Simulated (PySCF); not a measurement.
## Shieldings and the share of exact exchange

Molecule: `CC(B)(C)C`, C₄H₁₁B.

Cartesian coordinates in Å; atom numbers follow the order of the lines, from 1:
```xyz
16

B    -1.186    1.293    0.661
C    -0.286    0.175    0.040
C    -1.376   -0.516   -0.817
C     0.824    0.696   -0.872
C     0.269   -0.821    1.058
H    -1.814    1.081    1.676
H    -1.354    2.343    0.078
H    -0.923   -1.365   -1.359
H    -2.198   -0.922   -0.206
H    -1.808    0.160   -1.574
H     1.598    1.228   -0.296
H     0.433    1.397   -1.626
H     1.322   -0.132   -1.405
H     0.764   -1.670    0.554
H    -0.528   -1.228    1.700
H     1.015   -0.348    1.715
```

GIAO shieldings (ppm, equivalent atoms averaged) in PySCF 2.14.0 with density-fitted response routines on the PBE0-D3(BJ)/def2-SVP geometry, basis pcSseg-1, gas phase, non-relativistic:

| functional | exact exchange (%) | σ(B1) | σ(C2) |
| --- | --- | --- | --- |
| BLYP | 0 | 7.6 | 139.2 |
| BP86 | 0 | 11.5 | 144.1 |
| PBE | 0 | 9.3 | 144.5 |
| PBE0 | 25 | 16.2 | 152.7 |
| mPW1PW91 | 25 | 17.1 | 152.2 |
| BHandHLYP | 50 | 20.5 | 155.0 |
| HF | 100 | 36.8 | 168.9 |

(1) Fit each shielding as a line in the percentage of exact exchange.

(2) What does the line predict for B3LYP (20 %), and what does the run give?

## Answers

(1) σ(B1) = 9.4 + 0.27 x (rms 1.4 ppm); σ(C2) = 143.6 + 0.26 x (rms 2.2 ppm). The functionals also differ in their semilocal parts, which the line can't hold; Hartree–Fock has no correlation at all.

(2) σ(B1): 14.8 predicted, 12.7 computed; σ(C2): 148.8 predicted, 146.1 computed ppm.
